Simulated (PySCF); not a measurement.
# How methods differ on the ionisation energy of Si⁺

Si⁺ [Ne] 3s2 3p1 (2P) → Si²⁺ [Ne] 3s2 (1S), as a difference of total energies. Computed with PySCF 2.14 in 6-31G* (4s3p1d, 18 functions), with the non-relativistic Hamiltonian (point nucleus). Correlated levels: valence: [Ne] frozen. The calculations carry no spin-orbit coupling.

```csv
method,ionisation energy (eV)
UHF,15.822
r2SCAN,16.536
TPSS,16.555
MP2 (valence),15.948
SCS-MP2 (valence),15.929
CCSD (valence),16.025
CCSD(T) (valence),16.040
```

Question: How much does correlation contribute at CCSD(T) (valence)?

Answer: 16.040 − (15.822) = 0.218 eV, measured against UHF.

Errors of the correlated levels include the incompleteness of this basis and the frozen core.

For comparison: 16.322 eV (measured; NIST levels, between the centres of gravity of the two terms).
